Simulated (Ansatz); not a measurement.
GeMe2H2 (C2H8Ge). The state is a singlet with charge 0. Geometry PBE-D4/def2-SVP.

```xyz
11

Ge   -0.538   -0.064   -0.550
C     0.828    1.353   -0.474
H     0.726    2.042   -1.334
H     1.843    0.910   -0.497
H     0.722    1.939    0.460
C    -0.338   -1.294    0.975
H    -1.104   -2.093    0.938
H    -0.450   -0.744    1.930
H     0.664   -1.768    0.959
H    -0.395   -0.857   -1.883
H    -1.958    0.576   -0.523
```

Task: Estimate the orbital energies around the gap (eV) in Ansatz with PBE-D4/def2-TZVP, r2SCAN-D4/def2-TZVP, PBE0-D4/def2-SVP, BHLYP-D4/def2-TZVP, CAM-B3LYP-D4/def2-TZVP.

Result: 
| orbital | PBE-D4/def2-TZVP | r2SCAN-D4/def2-TZVP | PBE0-D4/def2-SVP | BHLYP-D4/def2-TZVP | CAM-B3LYP-D4/def2-TZVP |
| --- | --- | --- | --- | --- | --- |
| HOMO−13 | -29.18 | -29.97 | -33.14 | -37.00 | -34.54 |
| HOMO−12 | -29.17 | -29.96 | -33.14 | -36.99 | -34.53 |
| HOMO−11 | -29.12 | -29.90 | -33.07 | -36.93 | -34.48 |
| HOMO−10 | -29.12 | -29.90 | -33.07 | -36.93 | -34.48 |
| HOMO−9 | -17.29 | -18.20 | -19.44 | -21.83 | -21.33 |
| HOMO−8 | -16.62 | -17.54 | -18.72 | -21.11 | -20.57 |
| HOMO−7 | -12.48 | -12.96 | -14.13 | -15.80 | -15.91 |
| HOMO−6 | -9.99 | -10.39 | -11.49 | -12.99 | -13.06 |
| HOMO−5 | -9.89 | -10.28 | -11.38 | -12.89 | -12.94 |
| HOMO−4 | -9.54 | -9.92 | -11.00 | -12.50 | -12.54 |
| HOMO−3 | -9.51 | -9.89 | -10.98 | -12.48 | -12.52 |
| HOMO−2 | -7.55 | -7.89 | -8.79 | -10.10 | -10.26 |
| HOMO−1 | -7.42 | -7.72 | -8.66 | -9.87 | -10.06 |
| HOMO | -7.26 | -7.53 | -8.49 | -9.63 | -9.84 |
| LUMO | 0.29 | 0.95 | 1.58 | 1.66 | 1.84 |
| LUMO+1 | 0.43 | 0.99 | 1.69 | 1.84 | 2.02 |
| LUMO+2 | 0.87 | 1.37 | 2.60 | 2.61 | 2.68 |
| LUMO+3 | 1.49 | 1.90 | 2.63 | 3.23 | 3.38 |
| LUMO+4 | 1.71 | 2.30 | 3.26 | 3.30 | 3.41 |
| LUMO+5 | 2.08 | 2.77 | 3.52 | 3.54 | 3.69 |
